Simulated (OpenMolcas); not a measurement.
**Br4+: effect of the basis set**

```yaml
Program: OpenMolcas 26.06
Method: "MS-RASPT2, IPEA 0.25 Eh, imaginary shift 0.1 Eh (closed shells correlated: 3d)"
Active_space: 3 electrons in 9 orbitals (RAS2 4s 4p; RAS3 4d, at most 2 electrons)
State_averaging: 2S+1 = 4 odd, 1 root; 2S+1 = 2 odd, 11 roots; 2S+1 = 4 even, 3 roots; 2S+1 = 2 even, 9 roots
Spin-orbit_coupling: state interaction with AMFI integrals over the reference wave functions, term energies averaged over their components
```

A. ANO-RCC-VTZP [6s5p3d1f], DKH2, point nucleus; CASPT2 step roughly 7 core-seconds
B. ANO-R2 [6s5p4d2f1g], X2C, finite nucleus; CASPT2 step roughly 13 core-seconds
C. ANO-RCC-VQZP [7s6p4d2f1g], DKH2, point nucleus; CASPT2 step roughly 18 core-seconds
D. ANO-RCC [9s8p6d4f2g], DKH2, point nucleus; CASPT2 step roughly 50 core-seconds

Energies in cm-1 above 4s2 4p 2P* 1/2, the measured ground level; measured values from Moore, Atomic Energy Levels, vol. II, NSRDS-NBS 35 (1971 reprint of NBS Circular 467, 1952).

| Level | A | B | C | D | Measured |
| --- | --- | --- | --- | --- | --- |
| 4s2 4p 2P* 1/2 | 0.0 | 0.0 | 0.0 | 0.0 | 0.0 |
| 4s2 4p 2P* 3/2 | 5530 | 5490 | 5370 | 5450 | 6090 |
| 4s 4p2 4P 1/2 | 90130 | 91990 | 90670 | 91580 |  |
| 4s 4p2 4P 3/2 | 92320 | 94170 | 92790 | 93730 |  |
| 4s 4p2 4P 5/2 | 95350 | 97150 | 95730 | 96680 |  |
| 4s 4p2 2D 3/2 | 121110 | 121610 | 121120 | 121580 | 122941 |
| 4s 4p2 2D 5/2 | 121570 | 122100 | 121560 | 122060 | 123628 |
| 4s 4p2 2S 1/2 | 150270 | 148860 | 149600 | 149330 |  |
| 4s 4p2 2P 1/2 | 160800 | 157050 | 159700 | 158550 | 158158 |
| 4s 4p2 2P 3/2 | 163730 | 159660 | 162530 | 161320 | 161011 |

Deviations, from unrounded energies. A percentage is the sum of absolute deviations over the sum of measured energies, with the sign that they share, or ± where signs differ.

```csv
Against measurement,Levels,A,B,C,D
mean absolute deviation (cm-1),5,2000,1200,1500,850
fine structure of the ground term (%),1,-9.2,-9.9,-11.8,-10.6
other configurations (%),4,±1.6,-0.9,±1.2,±0.6
```

D lies closest to measurement on these levels and A furthest from it. The largest miss of D in the table is 4s 4p2 2D 5/2, by -1600 cm-1. The ranking rests on the paired levels alone, and a cruder setting can come out closer through cancelling errors.

Among A to D the level of the table that moves most is 4s 4p2 2P 3/2, by 4100 cm-1 (lowest in B, highest in A). Moves below CASPT2's spread within the term are not significant.

Term energies are means over components that CASPT2 splits; among the terms shown or strongly mixed into the levels shown the widest spread is 40 cm-1 (4s 4p2 2D, B). Active for correlation alone: 4d; no level in the range computed is led by a configuration that fills it, so any true level of that kind is missing. Measured partners are found by configuration, term and J. A level has none where our copy of the source lacks it or the pairing is in doubt (some pairs that miss far off the trend of their configuration count as doubtful), and it then counts in no deviation. Levels of configurations outside the active space are missing. Levels that lie high or do not pair safely by name in every column are left out.

* marks odd parity.
